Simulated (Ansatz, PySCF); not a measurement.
Process, species as SMILES: [B]Cl -> [B][Cl+] + e-
Geometries: B3LYP-D3(BJ)/def2-TZVP minima from Ansatz (a first-principles code). Unstable Hartree-Fock reference: [B]Cl.

Property: adiabatic ionisation energy (0 K, with B3LYP-D3(BJ) harmonic zero-point energies from PySCF), in eV. Valence correlation only, unless marked. Open shells are spin-unrestricted. Spin-orbit coupling is left out. Non-relativistic. Basis-set limits of correlation are two-point, X^-3; Hartree-Fock from the larger set (for Q and 5 zeta extrapolated as (X+1)exp(-9√X)).

```tsv
level	program	adiabatic ionisation energy (eV)
BLYP-D4/def2-TZVPD	Ansatz + dftd4	9.71
r2SCAN-D4/def2-TZVPD	Ansatz + dftd4	9.55
B3LYP-D4/def2-TZVPD	Ansatz + dftd4	9.87
PBE0-D3(BJ)/def2-TZVPD	Ansatz + dftd3	9.70
CAM-B3LYP/def2-TZVPD	Ansatz	9.86
LC-wPBE-D4/def2-TZVPD	Ansatz + dftd4	9.77
```

### Question
Estimate the value at CCSD(T)/CBS(cc-pV(Q+d)Z,cc-pV(5+d)Z) as computed with Ansatz.

### Answer
10.00 eV, so LC-wPBE-D4/def2-TZVPD differs from it by -0.23 eV.
